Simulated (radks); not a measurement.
Values are calculated unless marked as measured or tabulated.
Removal energies from the holmium ion Ho5+, [Xe] 4f(5/2: 6, 7/2: 2), by Delta-SCF beside the eigenvalue of the level emptied. Code: a radial shooting solver on a logarithmic mesh with Libxc functionals. Model: Dirac Kohn-Sham, BLYP, spin-unpolarised, spherical densities, finite nucleus; Fermi nuclear charge, rms radius of each element as measured or else 0.836 A^(1/3) + 0.57 fm. Sub-shells are occupied by j as written (lower j first in brackets).

removed from                                  final configuration  Delta-SCF (eV)  -eigenvalue (eV)
4f7/2                                     [Xe] 4f(5/2: 6, 7/2: 1)          89.637            77.435
4f5/2                                     [Xe] 4f(5/2: 5, 7/2: 2)          90.898            78.623
5p3/2         [Kr] 4d10 4f(5/2: 6, 7/2: 2) 5s2 5p(1/2: 2, 3/2: 3)          93.187            85.327
5p1/2         [Kr] 4d10 4f(5/2: 6, 7/2: 2) 5s2 5p(1/2: 1, 3/2: 4)          100.16            91.945
